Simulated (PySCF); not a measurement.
## Dipole moment and polarisability of `O=S1(=O)[C@H](F)C[C@@H]1F`

Species: C3H4F2O2S.
SMILES with atom numbers: `[O:1]=[S:2]1(=[O:3])[C@H:4]([F:5])[CH2:6][C@@H:7]1[F:8]` (hydrogens: H9 on C4; H10, H11 on C6; H12 on C7)

Structure used (GFN2-xTB), in Å, numbered top down from 1:
```xyz
12
C3H4F2O2S angstrom
O     -0.3110    1.9483   -1.3019
S     -0.1879    1.3141   -0.0336
O     -0.2683    2.1020    1.1578
C      1.1863    0.0442    0.0786
F      2.1011    0.0750   -0.9147
C      0.1507   -1.0679   -0.0604
C     -1.1458   -0.2886    0.1391
F     -2.0819   -0.5209   -0.8066
H      1.7075    0.1086    1.0346
H      0.2863   -1.8902    0.6408
H      0.1797   -1.4573   -1.0802
H     -1.6155   -0.3680    1.1204
```

Level: wB97X-D/def2-SVPD (PySCF), static field, nuclei fixed, core orbitals frozen in the response. The polarisability tensor in these axes (au):

```
x   59.71 -0.98 -0.08
y   -0.98 66.59  0.14
z   -0.08  0.14 57.24
```

**Question.** What are the eigenvalues, a third of the trace, and Δα (Δα² = ½Σ(αi − αj)² over the three pairs)?

**Answer.** Principal values 57.23, 59.57 and 66.73 au; mean 61.18 au = 9.07 Å³ = 10.09 × 10⁻⁴⁰ C²·m²/J; Δα = 8.57 au (14 % of the mean).

**Question.** What is the dipole moment, and where does it point?

**Answer.** (0.70, -4.54, 2.22) D, 5.10 D in size, pointing from the negative to the positive side. Measured along this direction, the outermost atoms are O1 at the negative end and H10 at the positive end.

**Question.** Find the Langevin capture rate constant for NO+ (29.998 u) meeting this molecule (141.990 u), k = 2.342 × 10⁻⁹ cm³/s × √(α in Å³ / reduced mass in u).

**Answer.** The reduced mass is 24.77 u, so k = 1.42 × 10⁻⁹ cm³/s. The formula leaves out the permanent dipole, which adds to the capture rate.

**Question.** What depolarisation ratio follows for Rayleigh scattering of linearly polarised light, taking the static tensor?

**Answer.** ρ = 3Δα²/(45ᾱ² + 4Δα²) = 220.4/(168433 + 293.9) = 0.00131.

**Question.** Estimate the molar refractivity from the static electronic polarisability.

**Answer.** Lorentz–Lorenz: R = (4π/3)N_A α = 2.5225 cm³/(mol·Å³) × 9.07 Å³ = 22.9 cm³/mol, in the limit of long wavelengths.

The structure is a single GFN2-xTB conformer in the gas phase; no vibrational or solvent corrections.

The run behind these numbers computed excited states as well. On an Arm Neoverse N1 with one thread, shared host, this took 86 s of wall time.
